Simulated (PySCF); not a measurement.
Compound: C₇H₈NO (doublet state).
SMILES with atom numbers: `[CH:1]#[C:2][C:3](=[O:4])[NH:5][CH2:6]/[C:7]=[CH:8]\[CH3:9]` (hydrogens: H10 on C1; H11 on N5; H12, H13 on C6; H14 on C8; H15, H16, H17 on C9)

Structure used (GFN2-xTB), in Å, numbered top down from 1:
```xyz
17
C7H8NO angstrom
C      3.7871    0.6949    0.6978
C      2.9130    0.2259    0.0232
C      1.9244   -0.4020   -0.8286
O      2.1812   -1.3153   -1.5836
N      0.6967    0.1629   -0.7037
C     -0.4673   -0.3796   -1.3824
C     -1.5335   -0.7383   -0.4571
C     -2.2197   -0.3158    0.5570
C     -2.1293    1.0461    1.2222
H      4.5411    1.1158    1.2963
H      0.5468    0.8633    0.0054
H     -0.1043   -1.2597   -1.9304
H     -0.8460    0.3402   -2.1238
H     -2.9566   -0.9670    1.0150
H     -3.1302    1.4449    1.3722
H     -1.5591    1.7441    0.6141
H     -1.6513    0.9449    2.1962
```

The hyperfine couplings belong to this conformer and change with its torsions.

Computed with PySCF 2.14.0, UKS B3LYP, pcH-1 on C H N O, non-relativistic, mean-field spin-orbit, GIAO. One conformer (not necessarily the lowest) at the GFN2-xTB geometry, without solvent, vibrations or thermal averaging. Couplings are sensitive to structure, and on GFN2-xTB geometries they can be far from those on DFT ones. No stability test was run, so a lower SCF solution isn't excluded.

Question: Give the isotropic g value and a_iso(1H) at H14.

Answer: g_iso = 2.00219 and a = +115.39 MHz, or +4.118 mT (Mulliken spin population +0.05).

Question: For one electron spin and this one nucleus (I = 1/2, g_N = 5.5857), compare first-order, second-order and exact resonance fields at 9.528 GHz.

Answer: First order: B = B0 − a·mI with B0 = 340.004 mT. Second order subtracts a²[I(I+1) − mI²]/(2B0). The exact fields come from the Breit–Rabi levels of H = g μB B Sz − g_N μN B Iz + a S·I.

```json
{"mI": "−1/2", "first order (mT)": "342.063", "second order (mT)": "342.051", "exact (mT)": "342.051", "exact − first order": "-0.012"}
{"mI": "+1/2", "first order (mT)": "337.945", "second order (mT)": "337.933", "exact (mT)": "337.933", "exact − first order": "-0.013"}
```

Question: What g and a would be read from the two outer exact lines by first-order rules?

Answer: Their midpoint, 339.992 mT, gives an apparent g of 2.00227 (true 2.00219), and their distance over 2I an apparent |a| of 4.118 mT (true 4.118).

Question: Give the zero-field levels of this pair of spins.

Answer: F = I ± 1/2 = 1 and 0, at a·I/2 = +28.8 MHz and −a(I+1)/2 = -86.5 MHz, that is |a|(I + 1/2) = 115.4 MHz apart; F = 0 lies lower.

Other couplings of abundant isotopes, left aside here: 2 × 1H 69 MHz, 1 × 14N 12 MHz, 3 × 1H 7 MHz, 1 × 1H 2 MHz.

Nuclei that the bonding pattern makes equivalent are averaged, as if the motion that swaps them (rotation, inversion, ring flip) were fast. The 1H value of +68.6 MHz is a mean of couplings from 39.9 to 97.3 MHz in this one geometry, not an average over conformers.
